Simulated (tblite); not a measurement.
Species: C7H15PS.
Numbering: `[CH2:1]=[CH:2][CH2:3][P:4]([CH2:5][CH3:6])[CH2:7][S:8][CH3:9]` (hydrogens: H10, H11 on C1; H12 on C2; H13, H14 on C3; H15, H16 on C5; H17, H18, H19 on C6; H20, H21 on C7; H22, H23, H24 on C9)

Geometry (GFN2-xTB, Å), atoms numbered from 1 in this order:
```
atom  x, y, z in Å
C1    -2.2569   -2.1982    1.1712
C2    -1.7294   -1.0418    1.5314
C3    -1.5671    0.1239    0.6212
P4     0.2511    0.4574    0.3073
C5     0.0762    1.7319   -1.0377
C6    -0.1351    3.1304   -0.4726
C7     0.5340   -1.0104   -0.8117
S8     2.2232   -1.0335   -1.4835
C9     3.1276   -1.3384    0.0555
H10   -2.3474   -3.0230    1.8571
H11   -2.6303   -2.3638    0.1730
H12   -1.3611   -0.8995    2.5396
H13   -2.0807   -0.0414   -0.3304
H14   -1.9661    1.0255    1.0949
H15   -0.7502    1.4545   -1.7002
H16    1.0038    1.6993   -1.6174
H17   -1.0589    3.1827    0.1008
H18   -0.1918    3.8604   -1.2779
H19    0.6876    3.4045    0.1846
H20    0.3726   -1.9364   -0.2554
H21   -0.1354   -0.9805   -1.6738
H22    2.8665   -2.3211    0.4394
H23    2.8710   -0.5646    0.7753
H24    4.1850   -1.2981   -0.1830
```

Calculated harmonic vibrations of the isolated species, GFN2-xTB (tblite), most abundant isotopes, no scaling. This tight-binding method is rough: wavenumbers can miss measured ones by several per cent, in bad cases by 10 to 20. One conformer, not necessarily the lowest.

Harmonic wavenumbers (cm⁻¹): 29.9, 49.2, 61.9, 77.9, 80.1, 130.3, 145.7, 151.6, 192.5, 198.8, 247.5, 295.5, 308.0, 334.8, 413.9, 586.8, 659.6, 686.7, 723.4, 729.7, 747.8, 775.9, 785.8, 835.5, 891.9, 944.9, 949.2, 953.1, 992.2, 1015.6, 1017.8, 1056.4, 1066.7, 1081.6, 1149.1, 1164.0, 1188.7, 1224.3, 1258.0, 1289.0, 1315.3, 1392.6, 1406.9, 1410.6, 1430.7, 1440.4, 1442.2, 1448.0, 1497.9, 1501.4, 1708.5, 2918.8, 2931.2, 2937.6, 2943.1, 2945.4, 2953.0, 3008.5, 3018.1, 3018.9, 3024.1, 3033.2, 3052.8, 3063.8, 3093.6, 3125.1.

A = 1147, B = 836.6, C = 552.4 MHz; mass 162.063 u (most abundant isotopes); point group C1, symmetry number 1.

Task: Zero-point energy?

Result: Half the sum of the wavenumbers: 43776 cm⁻¹ = 523.68 kJ/mol.

Task: What is S at 200 K and 1 bar for an ideal gas of classical rigid rotors and harmonic oscillators?

Result: Translation 164.01, rotation 123.82, vibration 136.33: S = 424.2 J/(mol K).

Task: And Cp and H(200 K) − H(0)?

Result: Cp = 154.37 J/(mol K), of which vibrations give 121.11 (their classical limit is 66 R = 548.8); H(200 K) − H(0) = 20.47 kJ/mol without the zero-point energy, 13.82 from vibrations.

Task: What must be added to the electronic energy to get the Gibbs energy at 200 K and 1 bar?

Result: ZPE + [H(200 K) − H(0)] − T·S = 523.68 + 20.47 − 84.83 = 459.32 kJ/mol.

Task: Blend soft modes into free rotors: weight 1/[1 + (100 cm⁻¹/ν̃)⁴] for the oscillator and the rest for a rotor with moment μB/(μ + B), μ = h/(8π²ν), B = 10⁻⁴⁴ kg m². What vibrational entropy results?

Result: 122.36 J/(mol K) in place of 136.33, which changes −T·S at 200 K by +2.79 kJ/mol.

Hindered rotation and anharmonicity are outside this model. Other conformers, if any are populated, would add a mixing term that is left out. The structure is chiral; the term R ln 2 for an equal mix with its mirror image is left out.

On an Arm Neoverse V1 with one thread, no GPU, shared host with 64 logical CPUs at a one-minute load of 14, this took 1.3 s. This covers the Hessian and the dipole derivatives.
